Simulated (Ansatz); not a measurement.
# A geometry optimisation of CGeO+ with B3LYP-D3(BJ)/6-311G**

The starting geometry of this gas-phase doublet was optimised with GFN2-xTB.

```csv
atom,x (Å),y (Å),z (Å)
C,-0.9772,-1.0646,-1.5208
Ge,-1.3607,-1.1531,0.5942
O,-2.0464,-0.6218,-1.3679
```

Q: Predict what becomes of its bonds when it is optimised with B3LYP-D3(BJ)/6-311G**.

A: A bond breaks, giving a structure given below by its coordinates. Distances that change by over a tenth: Ge2–O3 (2.15 → 2.38 Å). Contacts that open: C1–Ge2 (2.15 → 3.52 Å).

The energy falls by 0.64 eV over 16 steps:

| step | E − E(last) (eV) |
| --- | --- |
| 1 | 0.641 |
| 3 | 0.434 |
| 4 | 0.314 |
| 6 | 0.256 |
| 8 | 0.195 |
| 9 | 0.130 |
| 11 | 0.047 |
| 13 | 0.007 |
| 14 | 0.003 |
| 16 | 0.000 |

Final geometry (Å):

```xyz
3

C    -1.2973   -0.8324   -2.3053
Ge   -1.6681   -1.0913    1.1833
O    -1.4190   -0.9159   -1.1725
```

Frequencies at the end are all real (lowest 116 cm⁻¹). Open shells are spin-unrestricted. Run with Ansatz 0.2.0, 2.2 min on 1 thread of Arm Neoverse V1 (shared host).
